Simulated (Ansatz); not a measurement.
Reaction (substitution at a C–C bond): `CC(F)(F)CC(F)F` + H–F → `CC(F)(F)CF` + difluoromethane

Computed with Ansatz on PBE0-D4/def2-TZVP structures; ΔE is electronic, products minus reactants. CCSD(T)/CBS adds triple-zeta CCSD(T) − MP2 to the extrapolated MP2 energy (def2 sets, frozen cores). This one scheme is used for every species. Functionals use def2-TZVPP. One conformer a species, not always the lowest.

| level | ΔE (kJ/mol) |
| --- | --- |
| PBE-D4 | 65.9 |
| PBE-QIDH | 73.0 |
| RPA@PBE/def2-TZVPP | 64.9 |
| HF/def2-QZVPP | 44.8 |

(1) What does CCSD(T)/CBS give? (Estimate.)

Largest T1 diagnostic among the species: 0.011.

Results:

(1) The calculation gave: +77.3 kJ/mol. The listed levels differ from it by -11.4, -4.3, -12.4, -32.5 kJ/mol.

From BLYP to BHLYP (50 % exact exchange), in def2-TZVPP and without D4, ΔE moves by +9.0 kJ/mol. At CCSD(T), def2-SVP lies −10.8 kJ/mol from the extrapolated value and def2-TZVPP −4.6 kJ/mol. Leaving LDA and LC-ωPBE aside and taking each functional with its dispersion term where it has one, the values, not all of them listed here, spread over 15.2 kJ/mol, from BLYP-D4 to PBE-QIDH. LDA lies +17.2 kJ/mol from PBE without D4.
